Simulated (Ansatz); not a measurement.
Compare A (`O[SiH]1[CH2][AlH]1`) with its isomer B (`C[SiH]1[O][AlH]1`).

Program: Ansatz. Geometries: PBE0-D4/def2-TZVP. ΔE: electronic, gas phase. CBS: MP2 limit from def2 TZ/QZ plus the TZ coupled-cluster correction, frozen cores. Functionals use def2-TZVPP. B3LYP here is the variant with VWN-RPA as its local correlation; programs differ in this. One conformer a species, not always the lowest.

A:

```xyz
9

O     0.352    1.353    1.669
Si    0.636    0.517    0.272
C    -0.852    0.033   -0.756
Al    0.141   -1.643   -0.455
H     1.011    1.282    2.361
H     1.644    1.221   -0.575
H    -1.215    0.609   -1.605
H    -1.704   -0.194   -0.088
H    -0.012   -3.178   -0.823
```

B:

```xyz
9

C     0.465   -1.387    0.481
Si   -0.601   -0.013   -0.191
O    -0.420    1.480    0.568
Al    0.050    2.003   -1.028
H     0.363   -2.281   -0.139
H     1.519   -1.107    0.517
H     0.137   -1.642    1.494
H    -2.012   -0.501   -0.213
H     0.499    3.447   -1.490
```

**Question.** Which isomer does CCSD(T)/CBS put lower? Give the gap. (An estimate is asked.)

**Answer.** The calculation gave: B, by 138.0 kJ/mol.

**Question.** Give E(B) − E(A) in kJ/mol with CCSD(T)/def2-SVP, B3LYP, MP2/def2-TZVPP, B2PLYP, CCSD(T)/def2-TZVPP, LDA (SPW92), PBE-D4. (Estimate.)

**Answer.** Computed: CCSD(T)/def2-SVP -145.4, B3LYP -141.4, MP2/def2-TZVPP -141.5, B2PLYP -143.2, CCSD(T)/def2-TZVPP -138.8, LDA (SPW92) -127.1, PBE-D4 -131.5. None reverses the order clearly.

**Question.** Does the order hold for the free energy at 298.15 K (harmonic terms from PBE0-D4)? (Estimate.)

**Answer.** The calculation gave: Yes: G(B) − G(A) = -126.7 kJ/mol, for one conformer each. Modes under 60 cm⁻¹, often nearly free rotors, make the harmonic entropy too high.

Largest T1 diagnostic: 0.015.

At CCSD(T), def2-SVP lies −7.4 kJ/mol from the extrapolated value and def2-TZVPP −0.8 kJ/mol. Leaving LDA and LC-ωPBE aside and taking each functional with its dispersion term where it has one, the values, not all of them listed here, spread over 13.0 kJ/mol, from B2PLYP to HSE06-D4. LDA lies +4.6 kJ/mol from PBE without D4.
